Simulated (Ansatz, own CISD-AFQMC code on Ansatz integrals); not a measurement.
CH4OSi, SMILES `C[SiH]=O` (charge 0, multiplicity 1).

Cartesian coordinates (Å):
SMILES: C[SiH]=O
```xyz
7

C     -0.8379    -0.0159     0.0020
Si     1.0131     0.0823    -0.0240
O      1.8466     1.2921    -0.4177
H     -1.1779    -0.8253    -0.6504
H     -1.1839    -0.2537     1.0121
H     -1.2882     0.9214    -0.3211
H      1.6281    -1.2009     0.3991
```
Charge 0, multiplicity 1.

Frozen-core energies in cc-pVDZ from Ansatz (an electronic-structure program) at a geometry from B3LYP-D3(BJ)/def2-TZVP; the HF reference has <S^2> = 0.00 and the T1 diagnostic is 0.020.

```tsv
level	energy (Ha)
HF	-403.98283
MP2	-404.41462
CCSD	-404.44086
CCSD(T)	-404.45510
```

**Question.** Estimate the energies of CCSDT, phaseless AFQMC, CISD trial (own CISD-AFQMC code on Ansatz integrals; ±0.40 mHa) and CCSDT(Q), and give each level's difference from CCSDT(Q).

**Answer.** 
```tsv
level	energy (Ha)	difference from CCSDT(Q) (mHa)
MP2	-404.41462	43.06
CCSD	-404.44086	16.82
CCSD(T)	-404.45510	2.58
CCSDT	-404.45613	1.55
phaseless AFQMC, CISD trial (own CISD-AFQMC code on Ansatz integrals; ±0.40 mHa)	-404.45646	1.22
CCSDT(Q)	-404.45768	0.00
```
